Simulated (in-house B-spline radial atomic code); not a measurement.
Computed with a B-spline radial atomic code. Model: two electrons, singlet ground state, non-relativistic, full CI in B-splines with partial waves to l = 8 (at full coupling up to 3e-4 hartree above the limit, correlation up to 0.6 % small), density held at that of full coupling by Lieb maximisation.

Along the adiabatic connection the electron repulsion is scaled by a coupling λ while a local potential keeps the density fixed. At λ = 0 the system is the Kohn-Sham one and W equals the exchange energy; the exchange-correlation energy is the area under W between 0 and 1. The kinetic energy rises with λ as the electrons avoid each other, with dT/dλ = −λ dW/dλ.

Command:
```bash
python run_ac.py task.json out
```
Settings (lengths in bohr, energies in hartree):
```
potential              dot
strength               1.13
lmax                   8
second                 3
```

Cost of the run: 14 s on 1 thread of Intel(R) Xeon(R) Processor @ 2.30GHz (shared host).

**W = mean repulsion less Hartree energy, and W of three functionals.**

Given: confinement charge in harmonic well; well frequency 1.13 hartree; nuclear charge 3; external potential omega^2 r^2/2 - Z/r.

Computed: LDA exchange minus exact 253.71 millihartree; PBE exchange minus exact 38.477 millihartree.

| coupling | W xc (hartree) | W xc minus exchange (millihartree) | kinetic minus Kohn-Sham (millihartree) | LDA (PW92) W minus its exchange (millihartree) | PBE W minus its exchange (millihartree) | SCAN W minus its exchange (millihartree) |
| --- | --- | --- | --- | --- | --- | --- |
| 0 | -1.7801 | 0 | 0 | 0 | 0 | 0 |
| 0.02 | -1.782 | -1.855 | 0 | -13.23 | -1.93 | -1.85 |
| 0.05 | -1.7847 | -4.619 | 0.1 | -27.55 | -4.85 | -4.57 |
| 0.12 | -1.7911 | -10.988 | 0.7 | -53.87 | -11.69 | -10.77 |
| 0.25 | -1.8026 | -22.519 | 2.8 | -91.8 | -24.3 | -21.86 |
| 0.4 | -1.8155 | -35.367 | 7 | -127.03 | -38.54 | -34.06 |
| 0.6 | ? | ? | ? | ? | ? | ? |
| 0.8 | -1.8475 | -67.415 | 26.1 | -199.43 | -74.4 | -64.1 |
| 1 | -1.8624 | -82.334 | 39.5 | -228.76 | -91.14 | -77.97 |
| 1.4 | -1.8903 | -110.19 | 72.9 | -279.03 | -122.41 | -103.79 |
| 2 | ? | ? | ? | ? | ? | ? |
| 3 | -1.9807 | -200.59 | 267.8 | -419.55 | -223.76 | -187.75 |
| 4.5 | -2.0435 | -263.42 | 501.2 | -507.21 | -294.75 | -247.18 |
| 7 | -2.119 | -338.92 | 929.3 | -608.88 | -382.22 | -320.7 |
| 10 | -2.1808 | -400.66 | 1448.2 | -692.43 | -457.07 | -382.96 |

Problem. What belongs in the row 0.6?

Solution. W xc (hartree): -1.8319; W xc minus exchange (millihartree): -51.777; kinetic minus Kohn-Sham (millihartree): 15.1; LDA (PW92) W minus its exchange (millihartree): -166.1; PBE W minus its exchange (millihartree): -56.87; SCAN W minus its exchange (millihartree): -49.49.

Problem. What belongs in the row 2?

Solution. W xc (hartree): -1.9277; W xc minus exchange (millihartree): -147.64; kinetic minus Kohn-Sham (millihartree): 136.3; LDA (PW92) W minus its exchange (millihartree): -340.34; PBE W minus its exchange (millihartree): -164.39; SCAN W minus its exchange (millihartree): -138.46.

Problem. What is the SCAN exchange minus exact?

Solution. 0.4664 millihartree.

**Energy parts, natural occupations and partial-wave weights.**

Computed: total energy -6.7726 hartree; correlation energy -0.042838 hartree; kinetic part of the DFT correlation energy 0.039496 hartree; initial slope twice GL2 -0.092991 hartree; kinetic part over minus potential part 0.47971; Hartree energy 3.5602 hartree; Kohn-Sham kinetic 8.122 hartree.

```
natural  occupation of the shell (electrons)
      s                               1.9946
      p                            0.0032516
      s                                    ?
      d                           0.00015699
      p                           9.9853e-05
      s                           3.3384e-05
```

Problem. What belongs in the row s?

Solution. occupation of the shell (electrons): 0.0017905.

| wave | weight |
| --- | --- |
| s | 0.99822 |
| p | 0.0016803 |
| d | ? |
| f | 1.2376e-05 |
| g | 2.8915e-06 |

Problem. What belongs in the row d?

Solution. weight: 8.7071e-05.

Problem. What is the Lieb Oxford ratio E_xc over LDA exchange?

Solution. 1.1943.

Problem. What is the exchange energy?

Solution. -1.7801 hartree.

Half-way to full coupling W has made 53 % of its drop, against 50 % for a straight line, and second-order (GL2) theory, half the initial slope, overshoots the correlation energy by about 9 %: a moderate bend, as in light atoms. Over couplings 0 to 1 the errors in E_xc come to about +158 millihartree for LDA, +34 millihartree for PBE, +2.4 millihartree for SCAN, so SCAN is nearest. In LDA and PBE the errors of exchange and correlation have opposite signs, so the sum is smaller than the larger of the two.
